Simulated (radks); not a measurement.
Results of a calculation; reference values are marked as such.
Problem. All-electron atom: Yb XII in [Kr] 4d10 4f11 5s2 (the NIST ground configuration). Code: a radial shooting solver on a logarithmic mesh with Libxc functionals. Model: scalar-relativistic Kohn-Sham, LDA (Slater exchange, VWN5 correlation), spin-polarised, spherical densities, finite nucleus; open shells are filled with parallel spins first (spin-orbit coupling, left out, can overturn this in heavy ions); Fermi nuclear charge, rms radius 5.3108 fm. Some entries of the table are withheld. Estimate them.

| orbital | occ. | eigenvalue (Ry) | <r> (bohr) | <r^2> (bohr^2) |
|---|---|---|---|---|
| 1s down | 1 | -4511.789 | 0.01968 | 0.0005307 |
| 1s up | 1 | -4511.788 | 0.01968 | 0.0005307 |
| 2s up | 1 | -777.3759 | 0.08339 | 0.008221 |
| 2s down | 1 | -777.3702 | 0.08339 | 0.008221 |
| 2p up | 3 | -687.4025 | 0.07416 | 0.006717 |
| 2p down | 3 | -687.3984 | 0.07416 | 0.006717 |
| 3s up | 1 | -187.1543 | 0.2170 | 0.05380 |
| 3s down | 1 | -187.0292 | 0.2169 | 0.05376 |
| 3p up | 3 | -160.0177 | 0.2164 | 0.05427 |
| 3p down | 3 | -159.8930 | 0.2163 | 0.05422 |
| 3d up | 5 | -126.8594 | 0.1962 | 0.04513 |
| 3d down | 5 | -126.7623 | 0.1960 | 0.04507 |
| 4s up | 1 | -49.02750 | 0.4861 | 0.2667 |
| 4s down | 1 | -48.79255 | 0.4862 | 0.2669 |
| 4p up | 3 | -40.06088 | 0.5148 | 0.3013 |
| 4p down | 3 | -39.83177 | 0.5151 | 0.3016 |
| 4d up | 5 | -28.22568 | 0.5505 | 0.3504 |
| 4d down | 5 | -28.00305 | 0.5511 | 0.3513 |
| 5s up | 1 | -17.32243 | 1.059 | 1.248 |
| 5s down | 1 | -17.20402 | 1.063 | 1.257 |
| 4f up | 7 | (1) | 0.6272 | 0.4758 |
| 4f down | 4 | (2) | 0.6307 | 0.4819 |

Solution. 
(1) 4f up eigenvalue (Ry): -15.02619
(2) 4f down eigenvalue (Ry): -14.81075
